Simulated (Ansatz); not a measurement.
Consider the ligand exchange at a B–N bond: `CCN(C)BCl` + H₂Te → `ClB[TeH]` + `CCNC`.

Isolated molecules relaxed with PBE0-D4/def2-TZVP in Ansatz; ΔE leaves out vibrations. CCSD(T)/CBS adds triple-zeta CCSD(T) − MP2 to the extrapolated MP2 energy (def2 sets, frozen cores). Functionals use def2-TZVPP. B3LYP here is the variant with VWN-RPA as its local correlation; programs differ in this. Elements past krypton have def2 core potentials. For Te outer-core shells are correlated without core-valence functions, which leaves a few kJ/mol of doubt a bond. Each species was taken in one conformer, which may not be the lowest.

```csv
level,ΔE (kJ/mol)
B3LYP-D4,93.5
ωB97M-V,95.9
B2PLYP,88.8
B3LYP,87.2
SCS-MP2/def2-TZVPP,90.7
HF/def2-QZVPP,90.1
MP2/def2-QZVPP,86.9
MP2/CBS(def2),84.9
```

(1) What does CCSD(T)/CBS give? (Estimate.)

Largest T1 diagnostic among the species: 0.014.

Results:

(1) Ansatz gave: +87.9 kJ/mol. The listed levels differ from it by 5.6, 8.0, 0.9, -0.7, 2.8, 2.2, -1.0, -3.0 kJ/mol.

The D4 term adds +6.4 kJ/mol with B3LYP and +4.0 kJ/mol with PBE0; it sums over pairs of atoms, weighted by their polarisabilities, and B3LYP, whose exchange is more repulsive, gets the larger term. From PBE to PBE0 (25 % exact exchange), in def2-TZVPP and without D4, ΔE moves by +3.8 kJ/mol.
